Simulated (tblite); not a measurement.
CH8Si2, triplet, at the geometry of the source list (a higher spin typed on purpose: for a closed-shell molecule this is an excited state); IPEA1-xTB (tblite 0.6.0).

The tblite input:
```
$ tblite run mol.xyz --method ipea1 --charge 0 --spin 2 --json tblite.json --no-restart

# file mol.xyz
11

Si     1.44550000     0.72650000     0.01360000
C      0.23090000    -0.72850000    -0.12920000
Si    -1.59710000    -0.24800000     0.07130000
H      2.82320000     0.25020000    -0.15520000
H      1.15270000     1.71520000    -1.02630000
H      1.31490000     1.34820000     1.33300000
H      0.48530000    -1.47850000     0.62030000
H      0.36710000    -1.21120000    -1.09740000
H     -1.96900000     0.71540000    -0.96690000
H     -1.80660000     0.34830000     1.39230000
H     -2.44690000    -1.43760000    -0.05530000
```

What the program printed (banner, timings and long lists left out):

```
xTB calculator
 | screened Coulomb repulsion
 | Coulomb electrostatics
 |  * isotropic Klopman-Ohno-Mataga-Nishimoto electrostatics
 |  * onsite third-order electrostatics
 | DFT-D3(BJ) dispersion correction

halogen bonding energy    0.0000000000000E+00 Eh
repulsion energy          1.4439566159943E-01 Eh
dispersion energy        -3.5014012441637E-03 Eh
number of electrons       2.0000000000000E+01 e
integral cutoff           4.0000000000000E+01 bohr

------------------------------------------------------------
  cycle        total energy    energy error   density error
------------------------------------------------------------
      1     -10.46307169288  -1.0603966E+01   3.6769598E-01
      2     -10.48738868231  -2.4316989E-02   2.1964917E-01
      3     -10.48262756960   4.7611127E-03   5.0077726E-02
      4     -10.48180295292   8.2461668E-04   2.7908916E-02
      5     -10.48827269000  -6.4697371E-03   2.5702104E-03
      6     -10.48830451712  -3.1827122E-05   5.9762409E-04
      7     -10.48830457610  -5.8984877E-08   1.5932032E-04
      8     -10.48830464315  -6.7046638E-08   2.7134918E-05
      9     -10.48830464467  -1.5239454E-09   1.8619528E-05
------------------------------------------------------------

electronic energy        -1.0629198905029E+01 Eh
total energy             -1.0488304644674E+01 Eh

Post processing:
 | Mayer-Wiberg bond orders

[Info] JSON dump of results written to 'tblite.json'
```
